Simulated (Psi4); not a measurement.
H10Ge4 (SMILES [GeH3][GeH]([GeH3])[GeH3]), singlet, geometry from GFN2-xTB; CAM-B3LYP/def2-TZVPP (Psi4).

Here is a job for Psi4.
```
memory 2 GB

molecule mol {
0 1
Ge    0.096310    0.222966    0.403650
Ge   -0.904827    1.890841   -0.998493
Ge    2.218760   -0.557126   -0.395331
Ge   -1.405386   -1.545447    1.009834
H     0.407639    0.942586    1.714941
H    -1.228393    1.406487   -2.383030
H    -2.203564    2.420724   -0.461569
H    -0.038684    3.100325   -1.204011
H     3.263314    0.518873   -0.473949
H     2.821528   -1.631785    0.463643
H     2.168004   -1.149428   -1.774779
H    -1.830330   -2.406615   -0.145143
H    -2.687607   -1.058534    1.621767
H    -0.827368   -2.502141    2.013003
}

set {
  basis def2-tzvpp
  reference rks
}

energy('cam-b3lyp')
print_variables()
```

The log (banner, timings and long lists left out):

```
   => Loading Basis Set <=

    Name: DEF2-TZVPP
    Role: ORBITAL
    Keyword: BASIS

         ---------------------------------------------------------
                                   SCF
               by Justin Turney, Rob Parrish, Andy Simmonett
                          and Daniel G. A. Smith
                              RKS Reference
         ---------------------------------------------------------

  ==> Geometry <==

    Molecular point group: c1
    Full point group: C1

    Geometry (in Angstrom), charge = 0, multiplicity = 1:

       Center              X                  Y                   Z               Mass
    ------------   -----------------  -----------------  -----------------  -----------------
         GE           0.095648187751     0.221435044952     0.400970668232    73.921177761000
         GE          -0.905488812249     1.889310044952    -1.001172331768    73.921177761000
         GE           2.218098187751    -0.558656955048    -0.398010331768    73.921177761000
         GE          -1.406047812249    -1.546977955048     1.007154668232    73.921177761000
         H            0.406977187751     0.941055044952     1.712261668232     1.007825032230
         H           -1.229054812249     1.404956044952    -2.385709331768     1.007825032230
         H           -2.204225812249     2.419193044952    -0.464248331768     1.007825032230
         H           -0.039345812249     3.098794044952    -1.206690331768     1.007825032230
         H            3.262652187751     0.517342044952    -0.476628331768     1.007825032230
         H            2.820866187751    -1.633315955048     0.460963668232     1.007825032230
         H            2.167342187751    -1.150958955048    -1.777458331768     1.007825032230
         H           -1.830991812249    -2.408145955048    -0.147822331768     1.007825032230
         H           -2.688268812249    -1.060064955048     1.619087668232     1.007825032230
         H           -0.828029812249    -2.503671955048     2.010323668232     1.007825032230

  Running in c1 symmetry.

  Rotational constants: A =      0.02512  B =      0.02507  C =      0.01322 [cm^-1]
  Rotational constants: A =    752.96672  B =    751.49914  C =    396.30394 [MHz]
  Nuclear repulsion = 1329.086000365759901

  Charge       = 0
  Multiplicity = 1
  Electrons    = 138
  Nalpha       = 69
  Nbeta        = 69

  ==> Algorithm <==

  SCF Algorithm Type is DF.
  DIIS enabled.
  MOM disabled.
  Fractional occupation disabled.
  Guess Type is SAD.
  Energy threshold   = 1.00e-06
  Density threshold  = 1.00e-06
  Integral threshold = 1.00e-12

  ==> Primary Basis <==

  Basis Set: DEF2-TZVPP
    Blend: DEF2-TZVPP
    Number of shells: 124
    Number of basis functions: 332
    Number of Cartesian functions: 370
    Spherical Harmonics?: true
    Max angular momentum: 3

  ==> DFT Potential <==

   => LibXC <=

    Version 7.1.2
    S. Lehtola, C. Steigemann, M. J. T. Oliveira, and M. A. L. Marques,  SoftwareX 7, 1–5 (2018) (10.1016/j.softx.2017.11.002)

   => Composite Functional: CAM-B3LYP <=

    CAM-B3LYP Hyb-GGA Exchange-Correlation Functional

    T. Yanai, D. P. Tew, and N. C. Handy,  Chem. Phys. Lett. 393, 51 (2004) (10.1016/j.cplett.2004.06.011)

    Deriv               =              1
    GGA                 =           TRUE
    Meta                =          FALSE

    Exchange Hybrid     =           TRUE
    MP2 Hybrid          =          FALSE

   => Exchange Functionals <=

    0.3500         Becke 88 [omega = 0.3300]
    0.4600   Short-range recipe for B88 functional - erf [omega = 0.3300]

   => Exact (HF) Exchange <=

    0.4600            HF,LR [omega = 0.3300]
    0.1900               HF

   => Correlation Functionals <=

    0.1900   Vosko, Wilk & Nusair (VWN5)
    0.8100   Lee, Yang & Parr

   => LibXC Density Thresholds  <==

    XC_HYB_GGA_XC_CAM_B3LYP:  1.00E-14

   => Molecular Quadrature <=

    Radial Scheme          =       TREUTLER
[...]
    Role: JKFIT
    Keyword: DF_BASIS_SCF

  ==> Integral Setup <==

  ==> DiskDFJK: Density-Fitted J/K Matrices <==

    J tasked:                  Yes
    K tasked:                  Yes
    wK tasked:                 Yes
    Omega:               3.300E-01
    Integrals threads:           1
    Algorithm:                Disk
    Integral Cache:           NONE
    Schwarz Cutoff:          1E-12
    Fitting Condition:       1E-10

   => Auxiliary Basis Set <=

  Basis Set: (DEF2-TZVPP AUX)
    Blend: DEF2-UNIVERSAL-JKFIT
    Number of shells: 300
    Number of basis functions: 1244
    Number of Cartesian functions: 1684
    Spherical Harmonics?: true
    Max angular momentum: 5

  Minimum eigenvalue in the overlap matrix is 1.1215697873E-03.
  Reciprocal condition number of the overlap matrix is 2.0834648481E-04.
    Using symmetric orthogonalization.

  ==> Pre-Iterations <==

  SCF Guess: Superposition of Atomic Densities via on-the-fly atomic UHF (no occupation information).

   -------------------------
    Irrep   Nso     Nmo
   -------------------------
     A        332     332
   -------------------------
    Total     332     332
   -------------------------

  ==> Iterations <==

                           Total Energy        Delta E     RMS |[F,P]|

   @DF-RKS iter SAD: -8301.78195447626058   -8.30178e+03   0.00000e+00
   @DF-RKS iter   1: -8308.46791148048578   -6.68596e+00   1.84041e-02 ADIIS/DIIS
   @DF-RKS iter   2: -8297.04194313962762    1.14260e+01   3.50622e-02 ADIIS/DIIS
   @DF-RKS iter   3: -8314.42957069198019   -1.73876e+01   2.23356e-03 ADIIS/DIIS
   @DF-RKS iter   4: -8314.49539670964623   -6.58260e-02   8.96100e-04 ADIIS/DIIS
   @DF-RKS iter   5: -8314.50744879194644   -1.20521e-02   8.96190e-05 DIIS
   @DF-RKS iter   6: -8314.50765223350754   -2.03442e-04   9.68301e-06 DIIS
   @DF-RKS iter   7: -8314.50765733812477   -5.10462e-06   3.10155e-06 DIIS
   @DF-RKS iter   8: -8314.50765809423865   -7.56114e-07   4.99145e-07 DIIS
  Energy and wave function converged.

  ==> Post-Iterations <==

   Electrons on quadrature grid:
      Ntotal   =  137.9999614713 ; deviation = -3.853e-05

    Orbital Energies [Eh]
    ---------------------

    Doubly Occupied:

[...]
    Virtual:

[...]
    Final Occupation by Irrep:
              A
    DOCC [    69 ]
    NA   [    69 ]
    NB   [    69 ]

  @DF-RKS Final Energy: -8314.50765809423865

   => Energetics <=

    Nuclear Repulsion Energy =           1329.0860003657599009
    One-Electron Energy =              -14240.0096296035408159
    Two-Electron Energy =                4846.0797722647766932
    DFT Exchange-Correlation Energy =    -249.6638011212339450
    Empirical Dispersion Energy =           0.0000000000000000
    VV10 Nonlocal Energy =                  0.0000000000000000
    Total Energy =                      -8314.5076580942386499

Computation Completed

Properties will be evaluated at   0.000000,   0.000000,   0.000000 [a0]

Properties computed using the SCF density matrix

 Multipole Moments:

 ------------------------------------------------------------------------------------
     Multipole            Electronic (a.u.)      Nuclear  (a.u.)        Total (a.u.)
 ------------------------------------------------------------------------------------

 L = 1.  Multiply by 2.5417464519 to convert [e a0] to [Debye]
 Dipole X            :          0.1845279           -0.1726588            0.0118691
 Dipole Y            :          0.4271216           -0.3992836            0.0278380
 Dipole Z            :          0.7460170           -0.6987353            0.0472817
 Magnitude           :                                                    0.0561373

 ------------------------------------------------------------------------------------

  Variable Map:
  ----------------------------------------------------------------------------
[...]
  Array Variable Map:
  ----------------------------------------------------------------------------
[...]
[...]
```
